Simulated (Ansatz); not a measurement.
A run for Ansatz (an electronic-structure program): R-CCSD(T)/aug-cc-pV(D+d)Z on CH2OS (a complex), monomers drawn apart or pushed together. Files ending in .json are basis or fitting sets from the Basis Set Exchange.

Ansatz 0.2 input:
```yaml
crystal:
  periodic: [false, false, false]
  atoms:
    - {symbol: C, position_ang: [0.17069780, -0.63454394, 0.19886427]}
    - {symbol: O, position_ang: [-0.00319992, 0.27863882, -0.43451027]}
    - {symbol: S, position_ang: [-0.30340281, 0.21935779, 5.12628400]}
    - {symbol: H, position_ang: [0.84377867, -0.40666922, 4.81959401]}
    - {symbol: H, position_ang: [-1.04424357, -0.82182978, 4.71507964]}
basis:
  gaussian:
    orbitals: aug-cc-pV_D+d_Z.json
magnetization: {spin_polarized: false}
correlation: {method: ccsd_t, electrons: outside_noble_gas}
scf: {lower_state_search: off}
```

Output:

```
WARN ansatz: RAYON_NUM_THREADS=2 ignored (pool sized by the plan → 2); use --threads N
Functional definition: HF
these checks for a lower state are left out or cut short: stability, starts, cluster_reference, orbital_swaps, neighbouring_geometries, increment
integrals: 0.11 GiB planned
940 factors; integrals over basis functions are off by at most 7.7e-4 eV
mean field: 0.19 GiB planned
mean field evaluation 1: about -13915.6218 eV, gradient 2.8e1 eV
mean field evaluation 2: about -13915.6237 eV, gradient 2.8e1 eV
mean field evaluation 4: about -13917.4240 eV, gradient 2.9e0 eV
mean field evaluation 8: about -13917.4624 eV, gradient 2.6e-4 eV
mean field -13917.46237171 eV, -511.4573085655 hartree, gradient 2.0e-6 eV, S^2 0.000000; 0 other end points of the search recorded, 0 dependent functions left out
7 core orbitals not correlated
reference -13917.46237171 eV, -511.4573085655 hartree; 9, 9 occupied and 80, 80 virtual orbitals, 940 factors
second order -12.40010117 eV of doubles, -0.00000000 eV of singles
coupled cluster: 0.33 GiB planned
cycle   1  -12.70208641 eV  change   -3.0e-1 eV  update   1.0e-1
cycle   2  -13.12395392 eV  change   -4.2e-1 eV  update   3.3e-2
cycle   3  -13.24786804 eV  change   -1.2e-1 eV  update   1.7e-2
cycle   4  -13.23984306 eV  change    8.0e-3 eV  update   3.1e-3
cycle   5  -13.24131974 eV  change   -1.5e-3 eV  update   9.7e-4
cycle   6  -13.24102868 eV  change    2.9e-4 eV  update   2.4e-4
cycle   7  -13.24100888 eV  change    2.0e-5 eV  update   5.9e-5
cycle   8  -13.24101997 eV  change   -1.1e-5 eV  update   2.2e-5
perturbative correction -0.47468449 eV, -0.0174443334 hartree
Total energy: -13931.17807617 eV, -511.9613514077 hartree
Checks for a lower state left out: stability, starts, cluster_reference, orbital_swaps, neighbouring_geometries, increment
```

The run converged.

Cost: around 4 core-seconds (rough).
